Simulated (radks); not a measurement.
These are the eigenvalues of the occupied orbitals of an atom or ion with whole-number occupations (hartree). All-electron calculation, Dirac Kohn-Sham, PBE, spin-unpolarised, spherical densities, finite nucleus; Fermi nuclear charge, rms radius of each element as measured or else 0.836 A^(1/3) + 0.57 fm. Program: a radial shooting solver on a logarithmic mesh with Libxc functionals.

| orbital | eigenvalue |
|---|---|
| 1s1/2 | -14.13731 |
| 2s1/2 | -0.68272 |
| 2p1/2 | -0.26084 |
| 2p3/2 | -0.26014 |

Which element is it, and in what charge state? The configuration may be excited. Open shells, if any, fill j = l - 1/2 first.

Answer. Z = 7, nitrogen, charge 0: N in [He] 2s2 2p3. The list shows which subshells hold electrons but not how many an open one holds; the 1s level, -14.137 hartree, gives Z - s = 5.3 by -(Z - s)^2/2, which with screening and relativity narrows Z to a few neighbours, and the depths of the outer levels then fix element, charge and occupations together.
